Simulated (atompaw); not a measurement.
**Plane-wave convergence, PAW (atompaw) potential for ruthenium (Ru)**

atompaw 4.2.0.5 input, output lines left out:

```
Ru 44
GGA-PBE scalarrelativistic loggrid 1500 logderivrange -8 5 326
5 5 4 0 0 0
5 0 0.5
5 1 0
4 2 7.5
0 0 0
c
c
c
v
v
c
c
v
v
c
v
2
2.55 2.25 2.10 1.60
n
n
y
1.3
n
custom polynom gramschmidtortho besselshape
3 0 troulliermartins
1.65
2.20
1.80
2.55
2.55
2.55
```

The pseudo-atom Hamiltonian at the reference potential is diagonalised in spherical Bessel functions j_l(qr) that vanish at 20 bohr, with q² up to the cutoff. All-electron valence levels (Ry): 4s -5.5052, 5s -0.2792, 4p -3.3080, 5p -0.0520, 4d -0.3025.

Question: How do the lowest levels (Ry) of each channel move with the cutoff, and are there ghosts?

Answer:

```
cutoff (Ry)     s #1     s #2     p #1     p #2    p #3     d #1    f #1    f #2  Σ f·Δε (mRy)
          8  -5.0034  -0.2747  -0.4710  -0.0454  0.0585  -0.1923  0.1084  0.2323       18854.7
         12  -5.4413  -0.2790  -2.8685  -0.0518  0.0566  -0.2984  0.1084  0.2323        2795.6
         21  -5.5043  -0.2792  -3.3029  -0.0519  0.0566  -0.3020  0.1084  0.2323          36.6
         30  -5.5046  -0.2792  -3.3064  -0.0519  0.0566  -0.3024  0.1084  0.2323          11.2
         45  -5.5052  -0.2792  -3.3079  -0.0519  0.0566  -0.3025  0.1084  0.2323           0.9
         55  -5.5052  -0.2792  -3.3079  -0.0519  0.0566  -0.3025  0.1084  0.2323           0.6
        400  -5.5052  -0.2792  -3.3080  -0.0519  0.0566  -0.3025  0.1084  0.2323           0.0
```

Result: no extra level below or beside the all-electron valence levels (s, p, d, f tested); 10 mRy is reached at 35 Ry and 1 mRy at 45 Ry.
